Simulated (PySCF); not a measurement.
C₆H₇O₂ (charge -1).
Numbering: `[O:1]=[C:2]1[CH:3]=[C:4]([O-:5])[CH2:6][CH2:7][CH2:8]1`

Cartesian coordinates in Å at the GFN2-xTB level; atoms count from 1:
```xyz
15
C6H7O2 angstrom
O      0.1117    2.7898    0.2530
C      0.1848    1.5512    0.1390
C      1.2881    0.7721    0.4998
C      1.3950   -0.6147    0.3593
O      2.3925   -1.2935    0.6704
C      0.1834   -1.3442   -0.2428
C     -1.1145   -0.6155    0.0620
C     -1.0187    0.8074   -0.4615
H      2.1401    1.2911    0.9227
H      0.1684   -2.3678    0.1444
H      0.3274   -1.4030   -1.3283
H     -1.2733   -0.5951    1.1445
H     -1.9673   -1.1384   -0.3933
H     -1.9259    1.3780   -0.2402
H     -0.8962    0.7908   -1.5508
```

Probes without a nucleus sit at each ring's centroid and 1 Å off its mean plane on both sides; NICS is minus the shielding there, NICSzz its component along the normal. Level: GIAO PBE0/pcSseg-1 (PySCF, non-relativistic, gas phase) on the GFN2-xTB geometry, one conformer.

Ring bond lengths (Å), with Mayer bond orders in brackets: C2–C3 1.398 (1.29), C3–C4 1.398 (1.29), C4–C6 1.537 (0.97), C6–C7 1.519 (1.03), C7–C8 1.519 (1.03), C8–C2 1.537 (0.97).

Give the NICS values of each ring in ppm.

| ring | type | NICS(0) | NICS(1), two faces | NICS(1)zz, two faces | rms pucker (Å) | centre to ring atoms, mean (Å) |
| --- | --- | --- | --- | --- | --- | --- |
| C2–C3–C4–C6–C7–C8 | 6-membered carbocycle; formal bonds 1 double, 5 single | -0.2 | -3.3 / -1.5 | -0.7 / 1.7 | 0.20 | 1.45 |

What can be read from them?

- C2–C3–C4–C6–C7–C8: mean NICS(1)zz 0.5 ppm, near zero. C6, C7, C8 have four or more neighbours, so the value isn't read as a sign of a π ring current.

Give the inner angles of the rings and the Hirshfeld charges of the ring atoms.

- C2–C3–C4–C6–C7–C8: C2 116.7° (+0.070 e), C3 126.0° (-0.191 e), C4 116.7° (+0.070 e), C6 111.5° (-0.097 e), C7 109.0° (-0.083 e), C8 111.6° (-0.097 e); sum 691.6° against 720° for a flat convex ring.

How shielded are the nuclei of the rings and their hydrogens (means over atoms taken as equivalent)?

| atoms | environment | σ isotropic (ppm) | principal values of the symmetric part, first atom (ppm) |
| --- | --- | --- | --- |
| C2 (×2) | carbon bonded to 2 C and O | -4.1 | -89.4, -24.1, 101.3 |
| C3 | carbon bonded to 2 C and H | 85.0 | 43.0, 90.6, 121.4 |
| C6 (×2) | carbon bonded to 2 C and 2 H | 143.4 | 125.5, 146.2, 158.4 |
| C7 | ring CH2 carbon | 157.9 | 150.3, 161.2, 162.2 |
| H9 | hydrogen on carbon | 26.94 | 25.1, 27.4, 28.4 |
| H10 (×4) | methylene hydrogen | 30.02 | 26.7, 29.3, 34.7 |
| H12 (×2) | methylene hydrogen | 30.10 | 26.7, 28.5, 35.1 |
